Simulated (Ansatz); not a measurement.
Diatomic AsSe+, closed-shell singlet (lowest of 2S+1 = 1, 3, 5 at CCSD(T)/def2-TZVPP on PBE0 minima; our sources give no spin for the ground state, which may be another). No spin–orbit coupling. As is treated without relativity. Se is treated without relativity.

The constants come from a fifth-degree fit in 1/R (seven points, main isotopes). In def2 and cc sets the state is the lowest found near the PBE0 minimum, followed along R. The singlet is held restricted.

Codes used: Ansatz (Gaussian orbitals). Each number belongs to the level named beside it.

Energies at PBE0/def2-TZVPP:

```
R (Å)        E (hartree)
--------  --------------
1.918593  -4636.56891640
1.970168  -4636.57871639
2.017617  -4636.58342044
2.071255  -4636.58472545
2.124893  -4636.58262414
2.186783  -4636.57691548
2.258988  -4636.56695350
```

Q: With a reduced mass of 38.6692 u, find the minimum, the force constant and the constants.

A: A fifth-degree polynomial in 1/R puts the minimum at r_e = 2.0630 Å with force constant 533 N/m. Then ω_e = (1/2πc)√(k/μ) = 484 cm⁻¹ and B_e = h/(8π²cμr_e²) = 0.1024 cm⁻¹; the cubic and quartic terms give α_e = 0.00026 and ω_e x_e = 0.86 cm⁻¹.

Ansatz is a first-principles code.
